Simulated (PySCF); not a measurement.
# Core-level binding energies of zinc hydride isocyanide

Zinc hydride isocyanide, CHNZn (singlet state).
Numbering: `[C-:1]#[N+:2][ZnH:3]`

Structure used (PBE0-D3(BJ)/def2-SVP), in Å, numbered top down from 1:
```xyz
4
CHNZn angstrom
C     -1.970    0.585    0.996
N     -0.885    0.243    0.684
Zn     0.794   -0.312    0.189
H      2.181   -0.769   -0.220
```

Level of theory: delta-SCF UKS SCAN, pcX-2 on the ionised atom, pcseg-1 elsewhere, spin-free X2C in PySCF. Each binding energy is the total energy of the core-ionised species, with the hole localised on one atom, minus that of the ground state; both are solved self-consistently, so orbital relaxation is included.

Task: List the computed XPS lines with their assignment.

Result: 
```csv
atom(s),environment,level,binding energy (eV),count
C1,isocyanide carbon,C 1s,291.95,1
N2,isocyanide nitrogen,N 1s,405.29,1
```

Task: Which effective nuclear charge Zeff reproduces each element's mean 1s value in the hydrogen-like formula E = 13.606 eV × Zeff²?

Result: C (Z = 6): mean 292.0 eV, Zeff = 4.63, Z − Zeff = 1.37; N (Z = 7): mean 405.3 eV, Zeff = 5.46, Z − Zeff = 1.54. Means run over the listed sites, weighted by atom count.

Spin contamination (⟨S²⟩ against 0.75 for a pure doublet) is marked for C 1s of C1 (0.86), which makes this value less certain. No level of zinc is listed. Geometry: PBE0-D3(BJ)/def2-SVP; no solvent, vibrations or thermal averaging.
